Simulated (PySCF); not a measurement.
How methods differ on the ionisation energy of Sn

Sn [Kr] 4d10 5s2 5p2 [5p1/2^2, M_J = 0] → Sn⁺ [Kr] 4d10 5s2 5p1 [5p1/2^1, M_J = 1/2], as a difference of total energies. Calculation: PySCF 2.14, in x2c-TZVPall-2c; the two-component X2C-1e Hamiltonian. Correlated levels: [Ar] 3d10 frozen; the 6 highest virtual spinors dropped. "Screened" scales the spin-orbit matrix elements by Boettger's factors to mimic the two-electron term; Breit and QED terms are absent.

| method | ionisation energy (eV) |
| --- | --- |
| GHF (spin-free) | 6.775 |
| GMP2 (spin-free) | 7.282 |
| GHF (screened spin-orbit) | 6.638 |
| GMP2 (screened spin-orbit) | 7.134 |

Q: How much does correlation contribute at GMP2 (screened spin-orbit)?

A: 7.134 − (6.638) = 0.496 eV, measured against GHF (screened spin-orbit).

The spin-free rows relax to the high-spin LS determinant and lack the spin-orbit shift.

Errors of the correlated levels include the incompleteness of this basis and the frozen core.

The labels give the starting determinants; with spin-orbit coupling the two ends relaxed to ⟨J²⟩ = 1.37, ⟨L²⟩ = 2.02, ⟨S²⟩ = 1.96 and ⟨J²⟩ = 0.79, ⟨L²⟩ = 2.06, ⟨S²⟩ = 0.78.

The determinant of Sn mixes levels of different J (the jj label is only the starting occupation), so the difference between spin-free and spin-orbit rows is not the physical spin-orbit shift.

For comparison: 7.344 eV (measured; NIST Atomic Spectra Database, ionization energies).
